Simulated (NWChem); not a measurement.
Species: GaH3S; SMILES [GaH2][SH]

Program: NWChem. Medium grid unless said otherwise, to which SCAN and Minnesota functionals are sensitive. The geometry was optimised at PBE0/def2-SVP. B3LYP is NWChem's, with the RPA form of VWN correlation.

Question: Among these, which level gives the highest value of “dipole (D)”?
A) Hartree-Fock/def2-SVP
B) PBE/def2-SVP
C) M05-2X/def2-SVP
D) revPBE/def2-SVP

Answer: A, Hartree-Fock/def2-SVP. Values: PBE/def2-SVP 1.06; revPBE/def2-SVP 1.07; M05-2X/def2-SVP 1.22; Hartree-Fock/def2-SVP 1.47
